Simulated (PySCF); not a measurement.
Harmonic spectrum computed at PBE0 in the def2-SVP basis family (core potentials from Rb on, PySCF, no spin–orbit coupling):

```tsv
symmetry	ω (cm⁻¹)	IR (km/mol, summed over degenerate members)
e	76	44.7
a	115	9.0
a	200	239
e	213	51.4
e	480	69.9
a	482	11.8
a	780	55.8
e	803	168
e	3838	255
a	3842	18.4
```

Question: Which molecule gave it? In each, all ligands are bound to the one heavy central atom.
A. I(OH)₃ (singlet)
B. Sn(OH)₃ (doublet)
C. Bi(OH)₃ (singlet)
D. Sb(OH)₃ (singlet)
E. Pb(OH)₃ (doublet)

Answer: E. It has C3 symmetry with O–H 0.968 Å (×3), Pb–O 2.131 Å (×3).
